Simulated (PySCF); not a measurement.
# Ni (nickel, neutral) across methods

[Ar] 3d8 4s1 5s1, high-spin 5F determinant (an excited configuration). Calculation: PySCF 2.14, in aug-cc-pVTZ-DK; the spin-free X2C one-electron Hamiltonian (Gaussian nucleus).

```csv
method,E (hartree),mean ε 3d β (eV),mean ε 4s α (eV),mean ε 5s α (eV),Σ⟨r²⟩ (bohr²),⟨S²⟩
PBE,-1520.111,-12.974,-9.972,-1.718,90.23,6.000
r2SCAN0,-1520.288,-15.796,-10.988,-1.906,91.42,6.001
PBE0,-1520.119,-15.465,-10.754,-1.982,91.67,6.000
r2SCAN,-1520.327,-13.374,-10.238,-1.669,91.06,6.001
UHF,-1518.92959,-22.178,-12.600,-2.495,96.08,6.002
BP86,-1520.599,-13.182,-10.141,-1.767,89.63,6.000
LC-wPBE,-1520.156,-18.189,-13.298,-2.795,93.20,6.000
LDA,-1517.562,-13.110,-10.225,-1.701,89.00,6.000
PW91,-1520.495,-13.077,-10.054,-1.723,89.86,6.000
```

The outer electron is Rydberg-like, and this basis confines it to a smaller radius and binds it less than a complete one would.
